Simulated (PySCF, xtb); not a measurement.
F3Ge, SMILES [F][Ge]([F])[F] (connectivity only; charge and spin as stated), charge +1, multiplicity 1.

Harmonic wavenumbers (cm⁻¹) from GFN2-xTB (xtb 6.7.1) at its own minimum, in rising order: 126, 126, 151, 430, 575, 575.

What does B3LYP-D3(BJ)/def2-SVP (PySCF) give at its own minimum? (Estimate from the structure and the level; the computed values follow.)

210, 210, 213, 745, 875, 875. Paired by order, the mean absolute difference is 191 cm⁻¹ and the zero-point energies are 2.8 and 4.5 kcal/mol.
